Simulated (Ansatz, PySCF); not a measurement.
Isomers of C4H10: 1 is CC(C)C, 2 is CCCC; one conformer of each (the lowest of an xTB search), B3LYP-D3(BJ)/def2-TZVP minima.
Isomer 1 (charge 0, multiplicity 1):
```tsv
atom	x (Å)	y (Å)	z (Å)
C	-0.2621	1.2005	-0.7819
C	-0.1017	0.1818	0.3466
C	-1.0401	-1.0087	0.1484
C	1.3510	-0.2791	0.4671
H	0.0019	0.7536	-1.7447
H	-1.2921	1.5568	-0.8522
H	0.3844	2.0674	-0.6296
H	-0.3772	0.6745	1.2862
H	-0.9522	-1.7248	0.9682
H	-2.0825	-0.6879	0.0917
H	-0.8031	-1.5355	-0.7805
H	1.6741	-0.7784	-0.4509
H	1.4770	-0.9847	1.2911
H	2.0225	0.5645	0.6404
```
Isomer 2 (charge 0, multiplicity 1):
```xyz
14

C      1.8589    -0.5654     0.0892
C      0.6725     0.2722    -0.3790
C     -0.6724    -0.2714     0.0985
C     -1.8590     0.5648    -0.3715
H      1.7839    -1.5919    -0.2781
H      1.9027    -0.6087     1.1802
H      2.8056    -0.1536    -0.2655
H      0.6695     0.3254    -1.4729
H      0.7882     1.3024    -0.0261
H     -0.6700    -0.3231     1.1925
H     -0.7875    -1.3022    -0.2529
H     -1.9030     0.6052    -1.4627
H     -1.7840     1.5924    -0.0072
H     -2.8055     0.1540    -0.0155
```

No zero-point or thermal terms.

Codes used: Ansatz (a program for electronic structure); PySCF for the dispersion terms. 

### Question
What is the computed electronic energy of isomer 2 less that of isomer 1 (PBE-D4/def2-TZVPP)?

### Answer
1.1 kcal/mol
